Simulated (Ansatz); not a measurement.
The cluster GeS3⁻, relaxed as a doublet with UKS PBE0-D4/def2-SVPD in Ansatz, starting from the GFN2-xTB geometry. Force threshold 0.02 eV/Å.

The relaxation made no stability test and no search for a lower SCF solution. The structure comes from a short search, and lower isomers may exist.

Start:

```xyz
4

Ge   -0.001    0.000   -0.002
S     1.713    1.241    0.317
S    -0.329   -1.703    1.255
S    -1.383    0.462   -1.569
```

```tsv
step	energy (eV)	largest force component (eV/Å)	SCF passes
1	-88993.1567	0.506	17
2	-88993.1812	0.010	24
3	-88993.1813	0.013	20
4	-88993.1813	0.019	20
5	-88993.1814	0.026	21
6	-88993.1816	0.037	28
7	-88993.1820	0.053	26
8	-88993.1828	0.076	26
9	-88993.1881	0.088	26
10	-88993.2179	0.270	30
11	-88993.2484	0.153	29
12	-88993.2541	0.091	26
13 (rejected)	-88993.2529	0.098	25
14	-88993.2587	0.032	25
15	-88993.2593	0.004	26
```

Force components are those of the run's own axes.

End:

```xyz
4

Ge   -0.123    0.041   -0.139
S     1.677    1.010    0.493
S    -0.092   -1.538    1.304
S    -1.462    0.487   -1.658
```

By distances, no bond broke or formed. The bond that changes most is Ge1–S4, from 2.14 to 2.07 Å (atoms count from 1).

The force fell under the threshold at step 2, but the optimiser went on and released 0.078 eV more. No frequencies were taken in this run, so the end may be a saddle point.

Run time 32 s (4 threads of Arm Neoverse V1 on a shared host).
